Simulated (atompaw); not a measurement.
## Ag (Z = 47) PAW (atompaw): all-electron and pseudo phase curves

atompaw 4.2.0.5 input, output lines left out:

```
Ag 47
GGA-PBE scalarrelativistic loggrid 1500 logderivrange -3 5 201
5 5 4 0 0 0
5 0 0
5 1 1
0 0 0
c
c
c
c
v
c
c
c
v
c
v
2
3.00 2.50 2.95 2.15
y
0.1
n
y
0.8
n
y
1.15
n
bloechl besselshape
3 -0.5 troulliermartins
```

The phase is arctan(r·u′/u) with u = r·R(r), unwrapped; energies in Ry, scanned from -3 to 5 Ry. A pole is an energy at which the radial function vanishes at the test radius. The pseudo phase is shifted by a multiple of π to meet the all-electron one at the reference energy, and phase errors are pseudo minus all-electron; the curves can meet again beyond the range given. Levels narrower than the energy grid can be missing from the lists of poles.

Q: For each channel, where are the poles, and over which energies does the pseudopotential scatter like the atom?

A:

```
channel  radius (bohr)  reference energy (Ry)  poles, all-electron  poles, pseudo  unbroken range about the reference energy with phases within 0.05 rad  phase error 1 Ry above the reference energy (rad)
      s           3.00                  -0.42                 0.70           0.71                                                              below 2.4                                             +0.001
      p           3.00                  -0.12                 1.68           1.70                                                              below 3.2                                             +0.000
      d           3.00                  -0.69          -0.59, 3.54    -0.59, 3.66                                                        the whole range                                             +0.001
```

Note: ghost state, extra bound levels that the all-electron valence spectrum of the same l lacks: s at -4.6 eV. A true bound ghost makes a file unfit for plane-wave use.

Phases in the p channel:

```tsv
E (Ry)	all-electron	pseudo
-3.00	1.365	1.362
-2.76	1.354	1.352
-2.52	1.342	1.340
-2.28	1.328	1.326
-2.04	1.311	1.309
-1.80	1.290	1.288
-1.56	1.263	1.262
-1.32	1.229	1.227
-1.08	1.181	1.179
-0.84	1.111	1.109
-0.60	0.998	0.997
-0.36	0.792	0.791
-0.12	0.363	0.363
0.12	-0.373	-0.375
0.36	-0.942	-0.962
0.60	-1.217	-1.216
0.84	-1.360	-1.360
1.08	-1.447	-1.447
1.32	-1.507	-1.506
1.56	-1.552	-1.550
1.80	-1.589	-1.585
2.04	-1.621	-1.615
2.28	-1.651	-1.642
2.52	-1.682	-1.668
2.76	-1.714	-1.694
3.00	-1.751	-1.720
3.24	-1.797	-1.750
3.48	-1.857	-1.783
3.72	-1.944	-1.823
3.96	-2.086	-1.872
4.20	-2.357	-1.937
4.44	-2.912	-2.029
4.68	-3.644	-2.165
4.92	-4.082	-2.386
```
